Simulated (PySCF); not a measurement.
Input of a driver script around PySCF for `FC[BH2-][PH3+]`, coordinates in Å (PBE0-D3(BJ)/def2-SVP geometry):
```
{"job": {"kind": "eom", "basis": "aug-cc-pVDZ", "nee": 0}, "charge": 0, "multiplicity": 1}
F     -0.538903    -1.317297     0.088996
C     -1.300895    -0.171918     0.404413
B     -0.388528     1.171794     0.308435
P      1.381128     0.541234    -0.168099
H     -2.150772    -0.153849    -0.297436
H     -1.711317    -0.332493     1.414857
H     -0.647592     1.944723    -0.604683
H     -0.182815     1.769380     1.356647
H      2.052818    -0.337664     0.711955
H      2.347163     1.566971    -0.295219
H      1.556969    -0.133627    -1.397416
```

Q: What does the run print?

A: 
```
E(HF) = -506.7858322426
E(MP2) = -507.3864831347
E(CCSD) = -507.4428293673
T1 diagnostic = 0.0126

EOM-IP-CCSD (eV)   Koopmans (eV)
  10.5224      11.7867
  10.6761      11.4646
  11.2666      11.9215
  12.4981      14.0189
  13.9461      15.3105
  14.9138      15.7830
  15.4444      16.9762
  16.1585      18.0712
```

Level of theory: CCSD and EOM-CCSD/aug-cc-pVDZ in PySCF, restricted Hartree–Fock reference, frozen core, non-relativistic, gas phase, PBE0-D3(BJ)/def2-SVP geometry. Each EOM-IP line stands beside −ε of the orbital with the largest one-hole amplitude.

Q: What correlation energies follow, and how does the T1 diagnostic stand?

A: MP2 -0.60065 Eh, CCSD -0.65700 Eh; CCSD lies 56.3 mEh below MP2. T1 = 0.0126, below the customary warning level of 0.02.

Q: Which orbital leads each EOM-IP root, and how large is the one-hole share of its vector?

A: 10.52 eV: HOMO-1, one-hole share 0.95; 10.68 eV: HOMO, one-hole share 0.95; 11.27 eV: HOMO-2, one-hole share 0.96; 12.50 eV: HOMO-3, one-hole share 0.95; 13.95 eV: HOMO-4, one-hole share 0.94; 14.91 eV: HOMO-5, one-hole share 0.94; 15.44 eV: HOMO-6, one-hole share 0.94; 16.16 eV: HOMO-7, one-hole share 0.94.

Hardware: one thread, x86-64 server, shared host. Cost: 2.5 min of wall time.

The values belong to the conformer `[F:1][CH2:2][BH2-:3][PH3+:4]`: F1–C2–B3–P4 -1°.
